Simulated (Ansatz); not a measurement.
**Abstraction of Br: CHBr2Cl + CH2I → CHBrCl + CH2BrI**

Species: CHBr2Cl `ClC(Br)Br`, singlet; CH2I `[CH2]I`, doublet; CHBrCl `Cl[CH]Br`, doublet; CH2BrI (bromoiodomethane) `BrCI`, singlet. A radical takes Br: the energy is the difference in strength between two C–Br bonds in different surroundings.

Shapes, held fixed at every level: PBE0-D4/def2-TZVP. Programs: Ansatz 0.2.0. The zero-point and thermal change to 298 K, harmonic and unscaled (PBE0-D4/def2-TZVP), is +4.2 kJ/mol.

```json
{"level": "MP2/def2-SVP", "kind": "perturbation theory", "ΔH(298 K) (kJ/mol)": "-23.9", "less CCSD(T)/def2-TZVPP": "-1.7"}
{"level": "SPW92/def2-TZVPP", "kind": "LDA", "ΔH(298 K) (kJ/mol)": "-29.0", "less CCSD(T)/def2-TZVPP": "-6.8"}
{"level": "PBE-D4/def2-TZVPP", "kind": "GGA", "ΔH(298 K) (kJ/mol)": "-27.2", "less CCSD(T)/def2-TZVPP": "-5.0"}
{"level": "PBE0-D4/def2-TZVPP", "kind": "global hybrid", "ΔH(298 K) (kJ/mol)": "-27.9", "less CCSD(T)/def2-TZVPP": "-5.7"}
{"level": "r2SCAN0-D4/def2-TZVPP", "kind": "global hybrid", "ΔH(298 K) (kJ/mol)": "-26.5", "less CCSD(T)/def2-TZVPP": "-4.3"}
{"level": "B2PLYP/def2-TZVPP", "kind": "double hybrid", "ΔH(298 K) (kJ/mol)": "-26.7", "less CCSD(T)/def2-TZVPP": "-4.5"}
{"level": "CCSD(T)/def2-SVP", "kind": "coupled cluster or CI", "ΔH(298 K) (kJ/mol)": "-25.7", "less CCSD(T)/def2-TZVPP": "-3.5"}
{"level": "CCSD(T)/def2-TZVPP", "kind": "coupled cluster or CI", "ΔH(298 K) (kJ/mol)": "-22.2", "less CCSD(T)/def2-TZVPP": "0.0"}
```

The highest level, CCSD(T)/def2-TZVPP, gives ΔH(298 K) = -22.2 kJ/mol; the levels span -29.0 to -22.2. The column of differences is taken from that level and isn't an error. No measured value is set beside it here. Open shells run unrestricted. For atoms past krypton def2 sets carry core potentials with scalar relativity. Relativity is left out for Br. Outer-core shells of Br, I are correlated in most correlated rows, in sets that cover them unevenly.
